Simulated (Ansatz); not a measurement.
Input and output for `C[O][W]([F])([F])([Cl])([Cl])[O]C`.

```yaml
crystal:
  periodic: [false, false, false]
  atoms:
    - {symbol: C, position_ang: [1.902954, 0.024708, -2.002291]}
    - {symbol: O, position_ang: [0.739109, -0.261551, -1.278329]}
    - {symbol: W, position_ang: [-0.495370, 0.597358, -0.227255]}
    - {symbol: F, position_ang: [-1.888368, 0.201147, -1.399025]}
    - {symbol: F, position_ang: [-0.136518, 2.148795, -1.211201]}
    - {symbol: Cl, position_ang: [-1.928094, 1.932677, 1.024531]}
    - {symbol: Cl, position_ang: [1.260985, 1.203083, 1.193241]}
    - {symbol: O, position_ang: [-0.889812, -0.796359, 0.873826]}
    - {symbol: C, position_ang: [-1.229782, -1.252904, 2.147431]}
    - {symbol: H, position_ang: [2.720377, 0.183518, -1.291590]}
    - {symbol: H, position_ang: [2.131478, -0.820442, -2.652647]}
    - {symbol: H, position_ang: [1.752252, 0.932084, -2.592947]}
    - {symbol: H, position_ang: [-1.563498, -2.289057, 2.079392]}
    - {symbol: H, position_ang: [-0.347708, -1.182229, 2.789877]}
    - {symbol: H, position_ang: [-2.027994, -0.620838, 2.547017]}
basis:
  gaussian: {orbitals: def2-mTZVPP, fitting: {mean_field: cc-pVTZ-jkfit}}
hamiltonian: {xc: {name: wPBEh}}
output: {forces: true}
```

```sh
$ ansatz run in.yaml --threads 4 --pin off --events-out ev --progress --plain --max-ram 41984MiB --backend cpu
```

It prints (some lines left out):

```
Functional definition: wPBEh
Error: <dir> the basis set cc-pVTZ-JKFIT has no functions for W
```
